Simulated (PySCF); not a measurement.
# Molecular orbitals of SiI

ωB97M-V at R = 2.450 Å; PySCF, scalar-relativistic core potentials, basis sets Si def2-TZVPPD, I def2-TZVPPD with ECP28. State: ²Π (doublet), unpaired electrons π ↑. Only the outer orbitals are listed, counted within each symmetry, core potentials removing the inner ones.

| spin | orbital | occ. | ε (eV) | on Si (%) | main shells (%) |
| --- | --- | --- | --- | --- | --- |
| α | 7σ | 1 | -22.42 | 11 | 89 I s |
| α | 8σ | 1 | -15.56 | 75 | 75 Si s, 18 I p |
| α | 4π | 1 | -10.58 | 16 | 84 I p, 14 Si p |
| α | 4π | 1 | -10.37 | 10 | 89 I p |
| α | 9σ | 1 | -10.37 | 49 | 50 I p, 30 Si p, 17 Si s |
| α | 5π | 1 | -6.96 | 84 | 84 Si p, 14 I p |
| α | 5π | 0 | -1.32 | 84 | 82 Si p, 9 I p |
| α | 10σ | 0 | 0.53 | 19 | 63 I p, 15 I s, 12 Si p |
| α | 6π | 0 | 1.10 | -5 | 106 I p |
| β | 7σ | 1 | -22.33 | 10 | 90 I s |
| β | 8σ | 1 | -14.88 | 71 | 70 Si s, 22 I p |
| β | 4π | 1 | -10.35 | 9 | 91 I p |
| β | 4π | 1 | -10.15 | 8 | 92 I p |
| β | 9σ | 1 | -10.05 | 52 | 47 I p, 28 Si p, 23 Si s |
| β | 5π | 0 | -1.04 | 84 | 82 Si p, 8 I p |
| β | 5π | 0 | -0.56 | 81 | 78 Si p, 10 I d, 9 I p |
| β | 10σ | 0 | 0.60 | 13 | 73 I p, 12 I s, 9 Si p |

Task: Which are the highest filled and the lowest empty level, where do they sit, and how wide is the gap?

Result: Highest filled α 5π at -6.96 eV (in %: 84 Si p, 14 I p); lowest empty α 5π at -1.32 eV (in %: 82 Si p, 9 I p); the gap at ωB97M-V is 5.64 eV. Both belong to one degenerate shell, split only by its one-sided filling, so this is no excitation gap.

- bond order (Mayer): 1.33
- ⟨S²⟩: 0.753
- charge on Si (Mulliken, basis-dependent): 0.06
- charge on Si (Löwdin, basis-dependent): -0.05
- dipole moment (positive dipole means Si(−)I(+)): -0.90 D

Shares are Mulliken populations and can fall outside 0 to 100 %.

Spin–orbit coupling is left out. The state was picked by a PBE0 search and need not be the measured ground state.
